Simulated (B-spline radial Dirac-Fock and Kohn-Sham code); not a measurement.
Relativistic shifts of the levels of Sn¹¹⁺

System: tin as Sn¹¹⁺, configuration [Kr] 4d3.

Both columns are ΔSCF binding energies of the configuration average from a radial finite-basis atomic code: non-relativistic Hartree-Fock with a point nucleus, and Dirac-Fock with a finite nucleus and the Coulomb interaction alone, averaged over the two j levels with weights 2j+1.

| shell | Hartree-Fock (eV) | Dirac-Fock (eV) | shift (eV) | shift (%) |
| --- | --- | --- | --- | --- |
| 1s | 28507.8 | 29541.2 | +1033.35 | +3.62 |
| 2s | 4475.1 | 4728.0 | +252.84 | +5.65 |
| 2p | 4186.9 | 4259.9 | +73.07 | +1.75 |
| 3s | 1074.5 | 1128.0 | +53.47 | +4.98 |
| 3p | 954.9 | 971.3 | +16.33 | +1.71 |
| 3d | 734.8 | 727.4 | -7.37 | -1.00 |
| 4s | 348.2 | 360.2 | +12.01 | +3.45 |
| 4p | 302.0 | 305.4 | +3.39 | +1.12 |
| 4d | 231.7 | 230.3 | -1.47 | -0.64 |

Relativity binds 1s, 2s, 2p, 3s, 3p, 4s, 4p more strongly, among those listed most of all 2s in relative terms, and 3d, 4d more weakly, because the contracted s and p shells screen the nucleus better.

Values without a named source are computed, but for edge energies of neutral atoms, which are taken from tables.
